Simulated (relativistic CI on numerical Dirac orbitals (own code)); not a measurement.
## How well does a small relativistic CI reproduce Mn II?

Computed by Dirac-Coulomb-Breit CI, separate exchange-only KLI orbitals for each configuration, model QED (radiative potential, 1s self-energy scaled to tabulated hydrogen-like ionisation energies), valence Slater integrals scaled by 0.85, P86 correlation energy added to each configuration (own radial code, finite nucleus).

Configurations in the expansion (outside the closed core [Ar]): 3d⁵4s, 3d⁶, 3d⁵4p, 3d⁴4s², 3d⁵4d, 3d⁵4f, 3d⁵5s, 3d⁴4s4p, 3d⁵5p, 3d³4s4p², 3d⁵6s, 3d⁵5d, 3d⁵6p. Levels of other configurations are missing.

| Configuration | Term (tabulated) | J | Measured (cm⁻¹) | Computed | Error | Purity (%) |
| --- | --- | --- | --- | --- | --- | --- |
| 3d⁵4s | a 7S | 3 | 0.0 | 0 | 0 | 100 |
| 3d⁵4s | a 5S | 2 | 9473.0 | 11490 | 2017 | 99 |
| 3d⁶ | a 5D | 4 | 14325.9 | 19383 | 5057 | 97 |
| 3d⁶ | a 5D | 3 | 14593.8 | 19621 | 5028 | 97 |
| 3d⁶ | a 5D | 2 | 14781.2 | 19790 | 5009 | 97 |
| 3d⁶ | a 5D | 1 | 14901.2 | 19898 | 4997 | 97 |
| 3d⁶ | a 5D | 0 | 14959.8 | 19951 | 4991 | 97 |
| 3d⁵4s | a 5G | 6 | 27547.2 | 27571 | 23 | 100 |
| 3d⁵4s | a 5G | 5 | 27571.2 | 27594 | 23 | 100 |
| 3d⁵4s | a 5G | 4 | 27583.6 | 27608 | 24 | 100 |
| 3d⁵4s | a 5G | 3 | 27588.5 | 27614 | 26 | 100 |
| 3d⁵4s | a 5G | 2 | 27589.3 | 27617 | 27 | 100 |
| 3d⁵4p | z 7P° | 2 | 38366.2 | 36599 | -1767 | 99 |
| 3d⁵4p | z 7P° | 3 | 38543.1 | 36752 | -1791 | 99 |
| 3d⁵4p | z 7P° | 4 | 38806.7 | 36973 | -1834 | 100 |
| 3d⁵4p | z 5P° | 3 | 43370.5 | 42436 | -935 | 98 |
| 3d⁵4p | z 5P° | 2 | 43484.6 | 42518 | -966 | 98 |
| 3d⁵4p | z 5P° | 1 | 43557.1 | 42572 | -985 | 98 |

Measured levels from NIST Handbook of Basic Atomic Spectroscopic Data (Sansonetti and Martin, J. Phys. Chem. Ref. Data 34, 1559 (2005)); pairs were made by configuration, J and term (by order where the table uses no LS term), so strongly mixed levels may be paired wrongly.

Mean error by configuration (cm⁻¹): 3d⁵4s 357; 3d⁶ 5016; 3d⁵4p -1380. Over the excited levels the mean absolute error is 2088 cm⁻¹ (17 of the 17 excited levels that our extract of the source holds in range could be paired), and the median relative error of those above 1,000 cm⁻¹ is 4.6 %.

Transition probabilities of persistent lines. The last column rescales the computed rate by the cube of measured over computed energy:

```
λ measured (Å)        Lower         Upper  A tabulated (s⁻¹)  A computed  A rescaled
   2576.10 air  3d⁵4s a 7S3  3d⁵4p z 7P°4           2.82e+08    2.91e+08    3.36e+08
   2593.72 air  3d⁵4s a 7S3  3d⁵4p z 7P°3           2.77e+08    2.85e+08    3.28e+08
   2605.68 air  3d⁵4s a 7S3  3d⁵4p z 7P°2           2.72e+08    2.81e+08    3.24e+08
   2933.05 air  3d⁵4s a 5S2  3d⁵4p z 5P°1           1.94e+08    1.88e+08    2.48e+08
   2939.31 air  3d⁵4s a 5S2  3d⁵4p z 5P°2           1.95e+08    1.87e+08    2.46e+08
   2949.20 air  3d⁵4s a 5S2  3d⁵4p z 5P°3           1.94e+08    1.85e+08    2.43e+08
   3441.99 air    3d⁶ a 5D4  3d⁵4p z 5P°3           3.60e+07    1.89e+07    3.78e+07
```
